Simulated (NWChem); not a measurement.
System: MgNH$_{3}$O; SMILES [NH2][Mg][OH]

The following NWChem deck was run.

```
start job
memory heap 200 mb stack 900 mb global 1100 mb
geometry units angstroms noautosym nocenter noautoz
  Mg    -0.397307     0.147971    -0.000958
  O     -0.297179     1.912210    -0.000532
  H     -0.436752     2.852545     0.002681
  N     -0.448945    -1.738260    -0.001763
  H     -0.456954    -2.343259    -0.817746
  H     -0.473730    -2.342528     0.814416
end
basis spherical
  * library pcsseg-1
end
dft
  xc bhlyp
  iterations 150
end
property
  shielding 5 1 2 3 4 5
end
task dft property
```

Geometry: optimised at PBE0/def2-SVP.

GIAO values for the isolated, static molecule; σ is the absolute isotropic shielding, δ = σ(reference) − σ with the isolated reference molecule computed at the same levels (1H: tetramethylsilane, 15N: ammonia, 17O: water).

Atoms are numbered as in the input.

What results follow from this input? (BHandHLYP/pcSseg-1, GIAO.) Quantities: σ Mg1 (ppm); δ O2 (ppm); δ H3 (ppm); δ N4 (ppm); δ H5 (ppm).


- σ Mg1 (ppm): 519.0
- δ O2 (ppm): -58.6
- δ H3 (ppm): -0.14
- δ N4 (ppm): -49.5
- δ H5 (ppm): -1.88
